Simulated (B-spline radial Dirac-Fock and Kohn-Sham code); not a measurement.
## Photoelectron lines of Lu³⁺ at 126 eV

System: the Lu³⁺ ion in the configuration 1s2 2s2 2p6 3s2 3p6 3d10 4s2 4p6 4d10 4f12 5s2 5p6 6s2 (an excited configuration).

Model: a relativistic central-field model (Hartree-Slater potential of the initial state, Latter tail, multipole expansion of the photon field, Dirac-Fock thresholds). Program: a radial B-spline solver. The asymmetry parameter β is from the dipole term alone. Kinetic energies are from the vacuum level. Open shells are spread statistically over j, without multiplet splitting.

| subshell | electrons | binding (eV) | kinetic (eV) | σ (kb) | β |
| --- | --- | --- | --- | --- | --- |
| N6 (4f5/2) | 5.14 | 68.96 | 57.04 | 2420 | 0.41 |
| N7 (4f7/2) | 6.86 | 67.18 | 58.82 | 3380 | 0.38 |
| O1 (5s) | 2 | 115.5 | 10.46 | 90.0 | 1.43 |
| O2 (5p1/2) | 2 | 83.95 | 42.05 | 129 | 0.64 |
| O3 (5p3/2) | 4 | 75.64 | 50.36 | 245 | -0.22 |
| P1 (6s) | 2 | 31.31 | 94.69 | 32.5 | 1.77 |

Branching ratios of the spin-orbit partners (statistical value in brackets): 4f 1.39 (1.33), 5p 1.90 (2.00).

At such low photon energies correlation between channels can change these cross sections by tens of per cent.

Values without a named source are computed, but for edge energies of neutral atoms, which are taken from tables.
